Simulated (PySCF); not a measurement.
Compound: C₄H₅F₅O₂.
Z-matrix (Å and degrees, PBE0-D3(BJ)/def2-SVP geometry), rows numbered from 1:
```
O 
C   1  1.3943
C   2  1.5240  1  111.40
O   3  1.4105  2  112.03  1   -69.78
C   4  1.3508  3  118.37  2    82.30
F   5  1.3286  4  108.45  3   147.48
F   5  1.3636  4  110.15  3   -96.20
C   3  1.5208  2  112.93  1   170.63
F   8  1.3366  3  109.50  2   -59.42
F   8  1.3312  3  111.63  2    59.98
F   8  1.3279  3  111.40  2  -178.89
H   1  0.9643  2  108.78  3    78.53
H   2  1.1051  1  113.09  3  -122.35
H   2  1.1007  1  107.89  3   118.75
H   3  1.1055  2  108.56  1    52.45
H   5  1.1053  4  113.13  3    24.54
```

The calculation used PBE0-D3(BJ)/def2-SVP geometry optimisation, gas phase (PySCF 2.14.0).

Take the most abundant isotopes and a rigid rotor. The values belong to one conformer with, in the numbering `[OH:1][CH2:2][C@H:3]([O:4][CH:5]([F:6])[F:7])[C:8]([F:9])([F:10])[F:11]`, H–O1–C2–C3 79°, O1–C2–C3–O4 -70°, C2–C3–O4–C5 82°, C3–O4–C5–F6 147°.

Q: What are A, B and C (MHz)?

A: Ia = 318.65, Ib = 671.31, Ic = 875.61 u·Å²; 505379 MHz·u·Å²/I gives A = 1586, B = 752.8, C = 577.2 MHz.

Q: Classify the top.

A: An asymmetric top: κ = (2 × 752.8 − 1586 − 577.2)/(1586 − 577.2) = -0.65.

Q: Is it planar, by Δ = Ic − Ia − Ib?

A: Not planar: Δ = Ic − Ia − Ib = -114.35 u·Å². For a rigid frame Δ = −2 Σ m c², so Σ m c² = 57.17 u·Å² lies off the ab plane: 5.65 from hydrogen and 51.53 from heavier atoms. The atom farthest from that plane is 1.44 Å away.

Q: Give the coordinates in the principal-axis frame, origin at the centre of mass.

A: The sense of each axis is arbitrary; atoms in the order of the calculation.
```json
{"atom": "O1", "mass (u)": "15.995", "a (Å)": "0.926", "b (Å)": "-2.404", "c (Å)": "-0.336"}
{"atom": "C2", "mass (u)": "12.000", "a (Å)": "-0.221", "b (Å)": "-1.784", "c (Å)": "0.158"}
{"atom": "C3", "mass (u)": "12.000", "a (Å)": "-0.333", "b (Å)": "-0.347", "c (Å)": "-0.338"}
{"atom": "O4", "mass (u)": "15.995", "a (Å)": "0.644", "b (Å)": "0.490", "c (Å)": "0.239"}
{"atom": "C5", "mass (u)": "12.000", "a (Å)": "1.882", "b (Å)": "0.499", "c (Å)": "-0.302"}
{"atom": "F6", "mass (u)": "18.998", "a (Å)": "2.393", "b (Å)": "1.717", "c (Å)": "-0.161"}
{"atom": "F7", "mass (u)": "18.998", "a (Å)": "2.700", "b (Å)": "-0.349", "c (Å)": "0.384"}
{"atom": "C8", "mass (u)": "12.000", "a (Å)": "-1.675", "b (Å)": "0.289", "c (Å)": "-0.011"}
{"atom": "F9", "mass (u)": "18.998", "a (Å)": "-2.656", "b (Å)": "-0.424", "c (Å)": "-0.573"}
{"atom": "F10", "mass (u)": "18.998", "a (Å)": "-1.896", "b (Å)": "0.323", "c (Å)": "1.302"}
{"atom": "F11", "mass (u)": "18.998", "a (Å)": "-1.750", "b (Å)": "1.531", "c (Å)": "-0.476"}
{"atom": "H12", "mass (u)": "1.008", "a (Å)": "1.686", "b (Å)": "-2.107", "c (Å)": "0.180"}
{"atom": "H13", "mass (u)": "1.008", "a (Å)": "-0.268", "b (Å)": "-1.776", "c (Å)": "1.262"}
{"atom": "H14", "mass (u)": "1.008", "a (Å)": "-1.093", "b (Å)": "-2.345", "c (Å)": "-0.209"}
{"atom": "H15", "mass (u)": "1.008", "a (Å)": "-0.241", "b (Å)": "-0.347", "c (Å)": "-1.439"}
{"atom": "H16", "mass (u)": "1.008", "a (Å)": "1.893", "b (Å)": "0.195", "c (Å)": "-1.364"}
```

Q: Which lines would a microwave search look for?

A: The dipole components are |μa| = 0.16 D, |μb| = 1.02 D, |μc| = 1.00 D. Intensities carry the squares of the components, which stand as 0.03 : 1.00 : 0.95 (a : b : c). Some lines, for components of 0.1 D or more:

| type | branch | J(Ka,Kc) | MHz | lower level (cm⁻¹) |
| --- | --- | --- | --- | --- |
| a | Q | 2(1,1) ← 2(1,2) | 527 | 0.155 |
| c | Q | 2(1,2) ← 2(0,2) | 682 | 0.132 |
| c | Q | 1(1,1) ← 1(0,1) | 833 | 0.044 |
| b | Q | 1(1,0) ← 1(0,1) | 1009 | 0.044 |
| b | Q | 2(1,1) ← 2(0,2) | 1209 | 0.132 |
| b | R | 2(0,2) ← 1(1,1) | 1802 | 0.072 |
| b | R | 1(1,1) ← 0(0,0) | 2163 | 0.000 |
| c | R | 1(1,0) ← 0(0,0) | 2339 | 0.000 |
| a | R | 2(1,2) ← 1(1,1) | 2484 | 0.072 |
| c | Q | 2(2,1) ← 2(1,1) | 2500 | 0.173 |
| a | R | 2(0,2) ← 1(0,1) | 2635 | 0.044 |
| a | R | 2(1,1) ← 1(1,0) | 2836 | 0.078 |
| b | Q | 2(2,1) ← 2(1,2) | 3026 | 0.155 |
| b | R | 2(1,2) ← 1(0,1) | 3318 | 0.044 |
| c | R | 2(1,1) ← 1(0,1) | 3844 | 0.044 |
| b | R | 2(2,1) ← 1(1,0) | 5335 | 0.078 |
| c | R | 2(2,1) ← 1(1,1) | 5511 | 0.072 |
| b | R | 2(2,0) ← 1(1,1) | 5536 | 0.072 |

Q: Estimate the classical rotational partition function at 25 K, 50 K and 500 K.

A: Point group C1, symmetry number σ = 1; q = (√π/σ)·√((kT/h)³/(ABC)), k/h = 20836.6 MHz/K: 25400 at 25 K, 71800 at 50 K, 2270000 at 500 K.

Stationary, but not proved a minimum. Zero-point vibration and centrifugal distortion are left out.

Cost: about 7 min of CPU time on one thread; the machine was shared, so the figure is rough. This is the geometry optimisation.
